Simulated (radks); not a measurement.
The numbers below are computed, except where a source is named.
Valence configurations of the praseodymium ion Pr3+ (all share [Xe]). Code: a radial shooting solver on a logarithmic mesh with Libxc functionals. Model: scalar-relativistic Kohn-Sham, r2SCAN, spin-polarised, spherical densities, finite nucleus; open shells are filled with parallel spins first (spin-orbit coupling, left out, can overturn this in heavy ions); meta-GGA in the generalised Kohn-Sham scheme; Fermi nuclear charge, rms radius 4.8919 fm. Energies are relative to 4f2; eigenvalues in eV for spin up.

valence,E (eV),moment (Bohr magnetons),e(4f),e(5d),e(6p),e(6s)
4f2,0.000,2,-30.042,-,-,-
4f1 6s1,12.794,2,-39.622,-,-,-23.765
4f0.5 5d0.5 6s1,19.333,2,-43.147,-28.927,-,-24.241
4f1.5 5d0.5,3.763,2,-33.203,-24.750,-,-
4f1 6p1,17.803,2,-40.597,-,-19.110,-
4f1 5d1,8.544,2,-36.493,-25.891,-,-
4f1.5 6p0.5,8.021,2,-35.231,-,-17.615,-

NIST lists [Xe] 4f2 as the ground configuration; this level of theory agrees among the configurations tried. The energies are those of spherical high-spin densities, not of single terms.
